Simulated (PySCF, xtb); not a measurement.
Mo(O)2(Me)(SH) (CH4MoO2S), SMILES [Mo]([SH])(=[O])([CH3])=[O], multiplicity 1. Other conformers were not sampled.

Harmonic wavenumbers (cm⁻¹) from GFN2-xTB in xtb at its own minimum, in rising order: 98, 130, 137, 181, 192, 217, 317, 340, 486, 503, 610, 653, 904, 1008, 1275, 1431, 1456, 2327, 2894, 2903, 2946.

### Question
What does PBE-D3(BJ)/def2-SVP (PySCF) give at its own minimum? (An estimate is asked for; the answer gives what the named calculation found.)

### Answer
134, 149, 162, 193, 218, 291, 305, 407, 544, 578, 601, 638, 990, 1004, 1137, 1338, 1347, 2598, 2960, 3073, 3076. Paired by order, the mean absolute difference is 71 cm⁻¹ and the zero-point energies are 30.0 and 31.1 kcal/mol.
